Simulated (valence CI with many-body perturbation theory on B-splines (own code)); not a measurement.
Hyperfine factors and g values of Tl67+

Calculated by valence CI with perturbative core correlation (CI+MBPT): four valence electrons over a frozen Dirac-Fock core [Ne], a basis of 11 s, 11 p, 9 d, 7 f, 5 g, 2 h, 1 i functions for each j, with the one-electron correlation potential Σ1, the two-electron term Σ2, the three-electron term Σ3, Breit, model QED; selected CI, second order for the rest (own B-spline code, finite nucleus).

No measured spectrum was set against this ion. As an estimate, large intervals hold to a few tenths of a per cent, small ones and those within an open d or f shell to about a per cent.

A/g_I is the dipole constant over the nuclear g factor μ/I (μ in nuclear magnetons, uniformly magnetised nucleus), B/Q the quadrupole constant per barn. Both hold the static response of the core; the bare values leave it out. Large factors of s and p1/2 electrons are usually good to 5 to 10 %; those of open d and f shells near neutrality can be off by tens of per cent, and small factors of p3/2, d and f electrons come from cancelling terms and can be off by a factor of two or in sign, in half-filled shells by more. B is blank for J = 1/2, where it vanishes, and for nearly pure S terms. Energies count from the lowest level. Levels with J = 0 are left out.

Levels are named by their leading jj configuration (3d3/2^4 stands for four electrons in 3d with j = 3/2), which in mixed levels can hold well under half, so a name can repeat and another be missing. Letters in brackets count levels of one name in rising energy.

```
                         Level  E (eV)      g  A/g_I (MHz)  A/g_I bare  B/Q (MHz/b)  B/Q bare
        (3s^2 3p1/2 3p3/2) J=1   542.8  1.486      -387000     -376000       303000    300000
        (3s^2 3p1/2 3p3/2) J=2   553.0  1.155       979000      966000       573000    566000
        (3s 3p1/2^2 3p3/2) J=2   739.0  1.507      2410000     2370000       574000    567000
        (3s 3p1/2^2 3p3/2) J=1   768.6  1.048     -1610000    -1570000       296000    293000
        (3s^2 3p1/2 3d3/2) J=2   789.6  0.751       886000      876000       124000    126000
        (3s^2 3p1/2 3d3/2) J=1   840.9  0.885      -826000     -803000       105000    105000
        (3s^2 3p1/2 3d5/2) J=2   935.6  1.279      -380000     -368000        92200     94300
        (3s^2 3p1/2 3d5/2) J=3   937.3  1.099       557000      552000        99300    102000
        (3s 3p1/2^2 3d3/2) J=1   990.8  0.450     -2030000    -1980000        52300     53700
        (3s 3p1/2^2 3d3/2) J=2   999.2  1.113      2320000     2280000       101000    104000
            (3s^2 3p3/2^2) J=2  1104.0  1.311       302000      300000        33200     32800
        (3s 3p1/2^2 3d5/2) J=3  1131.3  1.335      1540000     1510000        96800     99600
        (3s 3p1/2^2 3d5/2) J=2  1147.0  1.029     -1390000    -1350000        76500     79100
    (3s 3p1/2 3p3/2^2) J=2 [a]  1270.4  1.527      1510000     1490000        96000     94700
        (3s 3p1/2 3p3/2^2) J=3  1291.9  1.308      2100000     2070000        25000     24800
    (3s 3p1/2 3p3/2^2) J=2 [b]  1319.9  1.085       245000      246000       -22700    -22300
    (3s 3p1/2 3p3/2^2) J=1 [a]  1321.2  1.264      1610000     1580000      -408000   -404000
    (3s 3p1/2 3p3/2^2) J=1 [b]  1334.3  1.331      1610000     1590000       332000    328000
        (3s^2 3p3/2 3d3/2) J=3  1374.1  1.073       288000      289000       672000    668000
        (3s^2 3p3/2 3d3/2) J=1  1381.4  1.114       370000      369000      -300000   -298000
        (3s^2 3p3/2 3d3/2) J=2  1381.4  1.055         2600        8810       -40400    -39900
        (3s^2 3p3/2 3d5/2) J=4  1470.9  1.234       151000      153000       737000    733000
        (3s^2 3p3/2 3d5/2) J=2  1482.5  1.218       100000      103000      -391000   -386000
(3s 3p1/2 3p3/2 3d3/2) J=2 [a]  1501.4  1.144       596000      591000       -20600    -20300
        (3s^2 3p3/2 3d5/2) J=3  1506.4  1.203       168000      169000       -29400    -26400
(3s 3p1/2 3p3/2 3d3/2) J=1 [a]  1511.1  1.117       849000      839000      -276000   -274000
(3s 3p1/2 3p3/2 3d3/2) J=3 [a]  1517.5  1.120      1360000     1340000       208000    208000
        (3s^2 3p3/2 3d5/2) J=1  1518.4  1.070       -46000      -40000        98900     98900
         (3p1/2^2 3p3/2^2) J=2  1525.9  1.203       825000      816000       -48900    -49000
    (3s 3p1/2 3p3/2 3d3/2) J=4  1537.0  1.144      1650000     1620000       601000    597000
(3s 3p1/2 3p3/2 3d3/2) J=2 [b]  1552.3  0.908      1040000     1020000      -206000   -203000
(3s 3p1/2 3p3/2 3d3/2) J=3 [b]  1560.4  1.231      1390000     1370000       518000    513000
(3s 3p1/2 3p3/2 3d3/2) J=1 [b]  1565.4  1.650      3440000     3380000       207000    206000
(3s 3p1/2 3p3/2 3d3/2) J=2 [c]  1569.1  1.345      1390000     1370000       209000    205000
```

(1) Take the isotope of mass number 203, with I = 1/2, μ = 1.616 μN. What is the hyperfine structure of (3s^2 3p1/2 3p3/2) J=1?

Results:

(1) From the table A = -1250000 MHz. Shifts from the centre of gravity in MHz: F = 1/2: 1250000, F = 3/2: -625000.
